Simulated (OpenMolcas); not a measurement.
**Ionisation energies of rhodium**

```yaml
Program: OpenMolcas
Basis: ANO-R3 [8s6p5d3f2g1h]
Scalar_Hamiltonian: X2C, finite nucleus
Spin-orbit_coupling: state interaction with AMFI integrals over the reference wave functions, term energies averaged over their components
```

Active shells in each charge state: the valence d shell, with orbitals averaged over the low states. Where CASPT2's correlated closed shells are named, they are those of the first ion.

A. CASSCF
B. SS-CASPT2, IPEA 0.25 Eh, imaginary shift 0.1 Eh (closed shells correlated: 4s 4p)
C. SS-CASPT2, IPEA 0.25 Eh, imaginary shift 0.1 Eh (closed shells correlated: none)
D. SS-CASPT2, IPEA 0 Eh, imaginary shift 0.1 Eh (closed shells correlated: 4s 4p)
E. SS-CASPT2, IPEA 0.25 Eh, imaginary shift 0.1 Eh (closed shells correlated: 3d 4s 4p)

Energies in eV between the lowest computed levels, named as in B; reference values from the NIST Atomic Spectra Database with their kind.

```json
{"From": "Rh2+ 4d⁷ ⁴F_9/2", "To": "Rh3+ 4d⁶ ⁵D₄", "A": "29.346", "B": "30.993", "C": "30.856", "D": "31.001", "E": "30.973", "Spin-orbit share in B": "+0.064", "Reference": "31.060 (semi-empirical)"}
{"From": "Rh3+ 4d⁶ ⁵D₄", "To": "Rh4+ 4d⁵ ⁶S_5/2", "A": "42.774", "B": "44.402", "C": "44.212", "D": "44.362", "E": "44.381", "Spin-orbit share in B": "+0.174", "Reference": "42.000 (theoretical)"}
{"From": "Rh4+ 4d⁵ ⁶S_5/2", "To": "Rh5+ 4d⁴ ⁵D₀", "A": "63.222", "B": "64.177", "C": "63.947", "D": "64.257", "E": "64.135", "Spin-orbit share in B": "-0.306", "Reference": "63.000 (theoretical)"}
{"From": "Rh5+ 4d⁴ ⁵D₀", "To": "Rh6+ 4d³ ⁴F_3/2", "A": "79.120", "B": "80.124", "C": "79.752", "D": "80.188", "E": "80.087", "Spin-orbit share in B": "-0.133", "Reference": "80.000 (theoretical)"}
{"From": "Rh6+ 4d³ ⁴F_3/2", "To": "Rh7+ 4d² ³F₂", "A": "96.982", "B": "97.909", "C": "97.370", "D": "97.978", "E": "97.873", "Spin-orbit share in B": "-0.032", "Reference": "97.000 (theoretical)"}
{"From": "Rh7+ 4d² ³F₂", "To": "Rh8+ 4d ²D_3/2", "A": "115.731", "B": "116.657", "C": "115.886", "D": "116.730", "E": "116.625", "Spin-orbit share in B": "+0.094", "Reference": "115.100 (theoretical)"}
```

The lowest level within the active space need not be the ion's true ground level.
